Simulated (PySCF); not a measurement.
**Stretching MoH**

Set-up: basis Mo def2-TZVPPD with ECP28, H def2-TZVPPD; scalar-relativistic core potentials; PySCF 2.14. Energies in eV from Mo (4d5 5s1) + H in their ground configurations at the same level. State: ⁶Σ⁺ (sextet), unpaired electrons σ ↑, π ↑↑, δ ↑↑.

```csv
R (Å),r²SCAN,PBE
1.476,-1.956,-2.071
1.544,-2.209,-2.321
1.613,-2.354,-2.463
1.665,-2.408,-2.516
1.716,-2.424,-2.530
1.768,-2.409,-2.514
1.836,-2.352,-2.457
1.922,-2.237,-2.340
2.025,-2.059,-2.159
2.162,-1.788,-1.882
```

Q: Put a parabola through the three lowest points of the r²SCAN curve and estimate Re, k and ωe (reduced mass 0.9976 u; 1 eV/Å² = 0.16022 mdyn/Å; ωe = 1302.8·√(k/μ) cm⁻¹).

A: Through R = 1.665, 1.716, 1.768 Å the second-order coefficient is 5.85 eV/Å², so Re ≈ 1.717 Å, k ≈ 1.87 mdyn/Å and ωe ≈ 1785 cm⁻¹. A polynomial fit of higher order to the unrounded r²SCAN energies gives Re = 1.715 Å, k = 1.85 mdyn/Å, ωe = 1774 cm⁻¹; anharmonicity and rounding make the difference.

The higher-order fit for each curve: r²SCAN: Re = 1.715 Å, ωe = 1774 cm⁻¹, De = 2.42 eV; PBE: Re = 1.713 Å, ωe = 1774 cm⁻¹, De = 2.53 eV.

The metal atom is held in its measured ground configuration; semilocal functionals can put another filling of s and d lower by some tenths of an eV, and De to that atom would be smaller. ⟨S²⟩ of the unrestricted solution departs from its pure value on part of the curve, where spin states mix. These are scalar-relativistic numbers at best; spin–orbit coupling would shift them, the dissociation energy most. With d or f electrons several states lie close, and the lowest PBE0 determinant need not be the measured ground state.
